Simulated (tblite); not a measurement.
Species: C₇H₉B.
SMILES with atom numbers: `[BH2:1][C@@:2]([CH3:3])([C:4]#[CH:5])[CH2:6][C:7]#[CH:8]` (hydrogens: H9, H10 on B1; H11, H12, H13 on C3; H14 on C5; H15, H16 on C6; H17 on C8)

Computed with GFN2-xTB (tblite), gas phase: L-BFGS steps from a force-field or distance-geometry start until the largest atomic force falls under 0.01 eV/Å.

The end geometry, which sets the zero of energy:
```
atom  x, y, z in Å
B1     -0.0546   -0.1326   -1.6971
C2     -0.1710    0.2547   -0.1725
C3      0.7428    1.3621    0.3588
C4     -1.5190    0.7779   -0.3857
C5     -2.6311    1.1956   -0.5590
C6     -0.2376   -0.9077    0.8408
C7      1.0382   -1.5852    0.9340
C8      2.1014   -2.1306    0.9987
H9      0.3386    0.6549   -2.4659
H10    -0.4456   -1.1708   -2.0639
H11     1.7510    0.9702    0.4780
H12     0.3940    1.7230    1.3265
H13     0.7735    2.2013   -0.3318
H14    -3.6021    1.5734   -0.6871
H15    -0.9979   -1.6281    0.5267
H16    -0.5144   -0.5252    1.8294
H17     3.0266   -2.6209    1.0603
```

Question: These geometries come from the run, each turned onto the end geometry. Order them by energy, lowest first.
A.
```
atom  x, y, z in Å
B1     -0.0110   -0.1640   -1.7062
C2     -0.1901    0.2439   -0.1909
C3      0.7140    1.3571    0.3494
C4     -1.5378    0.7779   -0.3791
C5     -2.6386    1.2370   -0.5111
C6     -0.2461   -0.9146    0.8293
C7      1.0352   -1.5826    0.9193
C8      2.1050   -2.1148    0.9833
H9      0.4033    0.6167   -2.4717
H10    -0.3731   -1.2130   -2.0734
H11     1.7157    0.9637    0.5067
H12     0.3353    1.7330    1.2998
H13     0.7672    2.1854   -0.3523
H14    -3.6007    1.6467   -0.6083
H15    -1.0068   -1.6409    0.5295
H16    -0.5131   -0.5229    1.8169
H17     3.0344   -2.5967    1.0490
```
B.
```
atom  x, y, z in Å
B1      0.1174   -0.2126   -1.7088
C2     -0.2797    0.2754   -0.2338
C3      0.6860    1.3792    0.2648
C4     -1.6421    0.8334   -0.2930
C5     -2.7507    1.2811   -0.3280
C6     -0.2858   -0.9343    0.7690
C7      1.0426   -1.5673    0.9027
C8      2.1041   -2.0759    1.0279
H9      1.0527    0.2467   -2.2576
H10    -0.5280   -1.0360   -2.2430
H11     1.7230    1.0144    0.2643
H12     0.4167    1.6956    1.2786
H13     0.6229    2.2539   -0.3970
H14    -3.7267    1.6853   -0.3808
H15    -1.0078   -1.6922    0.4222
H16    -0.6142   -0.5928    1.7694
H17     3.0623   -2.5418    1.1334
```
C.
```
atom  x, y, z in Å
B1      0.0244   -0.1884   -1.6956
C2     -0.2006    0.2414   -0.1911
C3      0.7246    1.3420    0.3443
C4     -1.5413    0.7917   -0.3724
C5     -2.6487    1.2413   -0.4702
C6     -0.2842   -0.9170    0.8307
C7      0.9981   -1.5786    0.9287
C8      2.0923   -2.0623    0.9519
H9      0.4844    0.5780   -2.4469
H10    -0.3352   -1.2342   -2.0715
H11     1.7134    0.9268    0.5334
H12     0.3340    1.7561    1.2735
H13     0.8153    2.1486   -0.3791
H14    -3.6144    1.6445   -0.5496
H15    -1.0360   -1.6408    0.5060
H16    -0.5737   -0.5288    1.8127
H17     3.0405   -2.5082    0.9852
```
D.
```
atom  x, y, z in Å
B1      0.0479   -0.1968   -1.6855
C2     -0.2180    0.2584   -0.1951
C3      0.7275    1.3425    0.3425
C4     -1.5597    0.8124   -0.3542
C5     -2.6755    1.2394   -0.4581
C6     -0.2945   -0.9162    0.8106
C7      0.9980   -1.5574    0.9011
C8      2.0940   -2.0367    0.9350
H9      0.5805    0.5129   -2.4481
H10    -0.3577   -1.2307   -2.0422
H11     1.7073    0.8999    0.5229
H12     0.3453    1.7573    1.2746
H13     0.8350    2.1572   -0.3712
H14    -3.6441    1.6419   -0.5106
H15    -1.0413   -1.6427    0.4796
H16    -0.5919   -0.5451    1.7945
H17     3.0399   -2.4845    0.9946
```
E.
```
atom  x, y, z in Å
B1      0.1059   -0.2323   -1.7163
C2     -0.2382    0.2724   -0.2485
C3      0.6844    1.3724    0.2976
C4     -1.5917    0.8114   -0.3227
C5     -2.7029    1.2571   -0.3427
C6     -0.2813   -0.9134    0.7567
C7      1.0123   -1.5463    0.8863
C8      2.0905   -2.0527    1.0011
H9      0.9848    0.2340   -2.3290
H10    -0.5543   -1.0718   -2.1914
H11     1.7087    1.0108    0.3447
H12     0.3741    1.6702    1.2988
H13     0.6534    2.2511   -0.3435
H14    -3.6747    1.6530   -0.3587
H15    -1.0097   -1.6552    0.4177
H16    -0.5980   -0.5409    1.7368
H17     3.0294   -2.5078    1.1033
```

Answer: A (0.003 eV), C (0.010 eV), D (0.018 eV), E (0.040 eV), B (0.123 eV).

In the order of the answer:

| step | E above end (eV) | largest force (eV/Å) | rms force component (eV/Å) | rms distance from end (Å) | rms bond change (Å) | bond most changed (Å) |
| --- | --- | --- | --- | --- | --- | --- |
| 66 | 0.003 | 0.03 | 0.010 | 0.050 | 0.001 | B1–C2 +0.002 |
| 52 | 0.010 | 0.05 | 0.016 | 0.093 | 0.002 | B1–C2 +0.003 |
| 43 | 0.018 | 0.13 | 0.039 | 0.119 | 0.002 | C2–C3 +0.005 |
| 23 | 0.040 | 0.05 | 0.013 | 0.242 | 0.005 | B1–C2 +0.013 |
| 1 | 0.123 | 2.53 | 0.519 | 0.266 | 0.016 | C6–C7 +0.030 |

The cost below is that of the whole relaxation. On an Arm Neoverse N1 with one thread (shared host), this took 1.0 s of wall time.
